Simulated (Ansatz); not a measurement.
Steps of a relaxation of C₂H₆FGeN (`N/C(F)=[CH]/[GeH3]`) with RKS PBE0-D4/def2-TZVP.

```sh
$ ansatz run in.yaml --threads 4 --pin off --events-out ev --progress --plain --max-ram 10444MiB
```

```yaml
crystal:
  periodic: [false, false, false]
  atoms:
    - {symbol: N, position_ang: [-1.466047, 1.017247, -1.388256]}
    - {symbol: C, position_ang: [-0.601738, 0.200228, -0.714675]}
    - {symbol: F, position_ang: [-0.498141, -0.991173, -1.352450]}
    - {symbol: C, position_ang: [0.102747, 0.423189, 0.420897]}
    - {symbol: Ge, position_ang: [1.272268, -0.911433, 1.185542]}
    - {symbol: H, position_ang: [-1.678482, 1.946967, -1.040106]}
    - {symbol: H, position_ang: [-1.900244, 0.695878, -2.249040]}
    - {symbol: H, position_ang: [-0.000743, 1.404395, 0.906719]}
    - {symbol: H, position_ang: [1.873181, -0.332301, 2.494400]}
    - {symbol: H, position_ang: [2.443146, -1.281444, 0.230057]}
    - {symbol: H, position_ang: [0.519554, -2.228552, 1.527412]}
basis:
  gaussian: {orbitals: def2-TZVP}
hamiltonian: {xc: pbe0, dispersion: d4}
relax: {f_tol: 0.005, max_steps: 150}
```

Positions (Å) and forces (eV/Å) along the path, 12 of 17 steps:

```xyz
11
step=1 energy=-62884.8970 eV
N    -1.466    1.017   -1.388   -0.049   -0.049   -0.082
C    -0.602    0.200   -0.715    0.296    0.167    0.523
F    -0.498   -0.991   -1.352   -0.082    0.605    0.271
C     0.103    0.423    0.421   -0.526    0.068   -0.703
Ge    1.272   -0.911    1.186    0.051   -0.068    0.012
H    -1.678    1.947   -1.040    0.181   -0.630   -0.199
H    -1.900    0.696   -2.249    0.299    0.186    0.573
H    -0.001    1.404    0.907    0.019   -0.503   -0.293
H     1.873   -0.332    2.494   -0.100   -0.071   -0.196
H     2.443   -1.281    0.230   -0.186    0.076    0.145
H     0.520   -2.229    1.527    0.098    0.220   -0.051
11
step=2 energy=-62884.9404 eV
N    -1.456    1.010   -1.375   -0.026   -0.029   -0.031
C    -0.595    0.200   -0.707    0.085   -0.003    0.102
F    -0.494   -0.981   -1.345   -0.039    0.206    0.077
C     0.102    0.418    0.413   -0.134    0.024   -0.168
Ge    1.267   -0.910    1.177   -0.014    0.035   -0.001
H    -1.661    1.931   -1.032    0.051   -0.144   -0.042
H    -1.886    0.691   -2.225    0.077    0.040    0.139
H    -0.005    1.388    0.893    0.010   -0.136   -0.072
H     1.856   -0.327    2.474   -0.007   -0.012   -0.018
H     2.428   -1.269    0.228   -0.022   -0.002    0.022
H     0.510   -2.209    1.519    0.020    0.021   -0.009
11
step=3 energy=-62884.9431 eV
N    -1.456    1.009   -1.372   -0.014    0.003    0.010
C    -0.595    0.202   -0.707    0.000   -0.043   -0.024
F    -0.496   -0.975   -1.347   -0.006    0.026    0.001
C     0.101    0.416    0.409    0.017   -0.007    0.018
Ge    1.265   -0.907    1.177   -0.002    0.004   -0.003
H    -1.656    1.928   -1.030    0.007    0.013    0.003
H    -1.884    0.691   -2.219    0.002   -0.008   -0.010
H    -0.009    1.381    0.887    0.001    0.007    0.006
H     1.855   -0.325    2.473   -0.005    0.005   -0.003
H     2.426   -1.271    0.232    0.007    0.004   -0.004
H     0.514   -2.206    1.517   -0.007   -0.003    0.006
11
step=5 energy=-62884.9434 eV
N    -1.461    1.008   -1.367   -0.007   -0.035    0.044
C    -0.598    0.199   -0.707    0.022    0.027    0.022
F    -0.499   -0.973   -1.353    0.007   -0.024   -0.011
C     0.097    0.411    0.410    0.002   -0.022   -0.002
Ge    1.266   -0.908    1.176   -0.003    0.007    0.000
H    -1.646    1.932   -1.032   -0.003    0.029   -0.010
H    -1.875    0.695   -2.222   -0.024    0.016   -0.049
H    -0.017    1.373    0.894    0.001    0.011   -0.002
H     1.857   -0.316    2.467    0.004    0.001    0.005
H     2.425   -1.271    0.228   -0.002   -0.003    0.003
H     0.516   -2.206    1.528    0.003   -0.005   -0.001
11
step=6 energy=-62884.9450 eV
N    -1.482    1.003   -1.351   -0.068   -0.109    0.048
C    -0.609    0.191   -0.707    0.065    0.165    0.149
F    -0.507   -0.969   -1.366    0.037   -0.108   -0.028
C     0.083    0.398    0.414   -0.013   -0.056   -0.045
Ge    1.267   -0.909    1.175    0.000    0.000    0.002
H    -1.619    1.944   -1.037    0.002   -0.004   -0.066
H    -1.842    0.707   -2.237   -0.028    0.116   -0.051
H    -0.042    1.353    0.911   -0.002    0.009   -0.023
H     1.871   -0.295    2.449    0.013   -0.008    0.011
H     2.416   -1.275    0.214   -0.016   -0.006    0.011
H     0.530   -2.207    1.556    0.012    0.001   -0.008
11
step=7 energy=-62884.9507 eV
N    -1.508    0.990   -1.335   -0.025   -0.181    0.227
C    -0.623    0.185   -0.696    0.052    0.112    0.130
F    -0.544   -0.989   -1.333    0.027   -0.124   -0.059
C     0.088    0.403    0.409    0.019   -0.060   -0.072
Ge    1.269   -0.905    1.172   -0.013    0.002    0.003
H    -1.601    1.941   -1.044   -0.011    0.153   -0.045
H    -1.825    0.717   -2.241   -0.060    0.057   -0.229
H    -0.008    1.372    0.879   -0.008    0.062    0.025
H     1.842   -0.312    2.468    0.016    0.005    0.029
H     2.440   -1.244    0.231    0.009   -0.009   -0.010
H     0.536   -2.216    1.510   -0.005   -0.016    0.001
11
step=8 energy=-62884.9605 eV
N    -1.540    0.972   -1.313   -0.161    0.041    0.252
C    -0.629    0.178   -0.694    0.092    0.024    0.050
F    -0.551   -0.998   -1.330    0.014   -0.071   -0.020
C     0.099    0.407    0.397    0.031   -0.045    0.001
Ge    1.273   -0.903    1.171   -0.017    0.005    0.004
H    -1.595    1.934   -1.042    0.036    0.082    0.010
H    -1.807    0.742   -2.246   -0.024   -0.060   -0.323
H    -0.001    1.379    0.862    0.012    0.033    0.017
H     1.833   -0.313    2.475    0.012    0.004    0.017
H     2.453   -1.244    0.243    0.003   -0.002   -0.007
H     0.530   -2.211    1.497    0.001   -0.012   -0.001
11
step=11 energy=-62884.9673 eV
N    -1.606    0.932   -1.281   -0.012   -0.117   -0.088
C    -0.654    0.163   -0.669    0.036    0.147    0.093
F    -0.579   -1.046   -1.244   -0.125    0.054   -0.130
C     0.107    0.434    0.386    0.080   -0.052    0.063
Ge    1.263   -0.899    1.150    0.030    0.049    0.133
H    -1.589    1.903   -1.017   -0.008   -0.009   -0.026
H    -1.704    0.778   -2.273   -0.017    0.014    0.023
H     0.062    1.423    0.827   -0.045   -0.037   -0.074
H     1.784   -0.319    2.476    0.042   -0.054    0.013
H     2.463   -1.212    0.239    0.025    0.000   -0.014
H     0.517   -2.216    1.426   -0.006    0.006    0.005
11
step=14 energy=-62884.9749 eV
N    -1.606    0.943   -1.281   -0.018    0.004   -0.019
C    -0.654    0.166   -0.681    0.013    0.001   -0.009
F    -0.601   -1.027   -1.291    0.004   -0.018    0.005
C     0.114    0.415    0.376   -0.008    0.007    0.012
Ge    1.274   -0.899    1.169    0.004   -0.001   -0.017
H    -1.595    1.915   -1.023    0.007    0.000    0.002
H    -1.729    0.781   -2.269    0.003    0.007    0.020
H     0.053    1.406    0.811   -0.004    0.000    0.002
H     1.802   -0.326    2.495   -0.002    0.000   -0.004
H     2.478   -1.216    0.261    0.002   -0.002    0.008
H     0.530   -2.216    1.452   -0.002    0.004    0.001
11
step=15 energy=-62884.9750 eV
N    -1.607    0.942   -1.281   -0.003    0.003    0.001
C    -0.654    0.165   -0.682    0.006   -0.006    0.002
F    -0.599   -1.030   -1.290   -0.001    0.009    0.002
C     0.112    0.416    0.377    0.000   -0.006   -0.002
Ge    1.274   -0.899    1.168   -0.006    0.004   -0.003
H    -1.593    1.914   -1.021    0.001    0.000    0.001
H    -1.727    0.784   -2.269    0.002   -0.004   -0.001
H     0.049    1.406    0.812    0.000    0.000    0.000
H     1.803   -0.324    2.493    0.001    0.001    0.002
H     2.478   -1.217    0.261    0.002   -0.001   -0.001
H     0.529   -2.214    1.453    0.000    0.000    0.000
11
step=16 energy=-62884.9750 eV
N    -1.608    0.943   -1.281    0.006   -0.008    0.005
C    -0.654    0.165   -0.682   -0.004    0.002    0.000
F    -0.598   -1.028   -1.291    0.000    0.001    0.000
C     0.112    0.416    0.377    0.000   -0.001   -0.001
Ge    1.274   -0.899    1.168    0.000    0.001    0.000
H    -1.592    1.914   -1.022    0.000    0.003   -0.001
H    -1.727    0.783   -2.269   -0.001    0.002   -0.003
H     0.048    1.405    0.813    0.000    0.000    0.000
H     1.804   -0.324    2.492    0.000    0.000   -0.001
H     2.477   -1.218    0.260    0.000    0.000    0.000
H     0.528   -2.214    1.455    0.000    0.001    0.000
11
step=17 energy=-62884.9750 eV
N    -1.607    0.942   -1.281   -0.001    0.001   -0.001
C    -0.654    0.165   -0.682    0.001    0.000    0.001
F    -0.597   -1.028   -1.291    0.000    0.000    0.000
C     0.111    0.415    0.378    0.000   -0.001    0.000
Ge    1.274   -0.899    1.168   -0.001    0.001    0.000
H    -1.592    1.914   -1.022    0.000   -0.001    0.000
H    -1.727    0.784   -2.269    0.000    0.000    0.001
H     0.047    1.405    0.814    0.000    0.000    0.000
H     1.805   -0.323    2.491    0.000    0.000    0.000
H     2.476   -1.219    0.259    0.000    0.000    0.000
H     0.528   -2.213    1.456    0.000    0.000    0.000
```

It took 78 s on 4 threads of an Arm Neoverse V1 on a shared host, with 0.6 GiB of host memory at the peak.
